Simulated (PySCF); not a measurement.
Species: C3H10OSi2.
Numbering: `[CH2:1]=[CH:2][Si@@H:3]([CH3:4])[O:5][SiH3:6]` (hydrogens: H7, H8 on C1; H9 on C2; H10 on Si3; H11, H12, H13 on C4; H14, H15, H16 on Si6)

The same species was optimised twice, with GFN2-xTB and with PBE0-D3(BJ)/def2-SVP (PySCF), and the same property calculations (PySCF, gas phase) were run on both structures.

| coordinate | GFN2-xTB | PBE0-D3(BJ)/def2-SVP | change |
| --- | --- | --- | --- |
| Si3–O5 (Å) | 1.625 | 1.656 | +0.031 |
| Si3–C4 (Å) | 1.899 | 1.868 | -0.031 |
| O5–Si6 (Å) | 1.616 | 1.644 | +0.028 |
| C2–Si3 (Å) | 1.886 | 1.868 | -0.018 |
| C1=C2 (Å) | 1.324 | 1.337 | +0.013 |
| Si3–O5–Si6 (°) | 162.6 | 164.9 | +2.3 |
| C4–Si3–O5 (°) | 108.5 | 109.5 | +1.0 |
| C2–Si3–O5 (°) | 110.2 | 109.4 | -0.8 |
| C2–Si3–C4 (°) | 110.1 | 110.9 | +0.8 |
| C1–C2–Si3 (°) | 124.9 | 124.3 | -0.6 |
| C1–C2–Si3–C4 (°) | -116 | -120 | -4 |
| C2–Si3–O5–Si6 (°) | -21 | -14 | +7 |

Rotational constants: A = 2698, B = 1630, C = 1139 MHz (GFN2-xTB) against A = 2730, B = 1580, C = 1109 MHz (PBE0-D3(BJ)/def2-SVP). Point groups within 0.08 Å: C1 and C1.

On the GFN2-xTB structure: lowest singlet, TDDFT (eV) 6.59 [CAM-B3LYP/def2-SVPD]; lowest triplet, Tamm–Dancoff (eV) 4.36 [CAM-B3LYP/def2-SVPD]; isotropic polarisability (au) 89.2 [CAM-B3LYP/def2-SVPD]; HOMO (eV) -9.19 [CAM-B3LYP/def2-SVPD]; LUMO (eV) 0.76 [CAM-B3LYP/def2-SVPD]; dipole (D) 0.77 [CAM-B3LYP/def2-SVPD].

Q: What do these properties become on the PBE0-D3(BJ)/def2-SVP structure?

A: 
```tsv
property	level	on GFN2-xTB	on PBE0-D3(BJ)/def2-SVP	change
lowest singlet, TDDFT (eV)	CAM-B3LYP/def2-SVPD	6.59	6.59	0.00
lowest triplet, Tamm–Dancoff (eV)	CAM-B3LYP/def2-SVPD	4.36	4.22	-0.14
isotropic polarisability (au)	CAM-B3LYP/def2-SVPD	89.2	91.7	+2.5
HOMO (eV)	CAM-B3LYP/def2-SVPD	-9.19	-9.18	+0.01
LUMO (eV)	CAM-B3LYP/def2-SVPD	0.76	0.66	-0.10
dipole (D)	CAM-B3LYP/def2-SVPD	0.77	0.90	+0.13
energy, GFN2-xTB geometry as zero (kcal/mol)	CAM-B3LYP/def2-SVPD	0.0	-3.4	-3.4
```

The heavy atoms differ by 0.041 Å rms after alignment. Among bonds between heavy atoms Si3–C4 and Si3–O5 change most and about equally (-0.031 to +0.031 Å). Changes are differences of the printed values. Neither structure is proved a minimum here.

Shape of the structure used: `[CH2:1]=[CH:2][Si@@H:3]([CH3:4])[O:5][SiH3:6]`: C1–C2–Si3–C4 -120°, C2–Si3–O5–Si6 -14°.
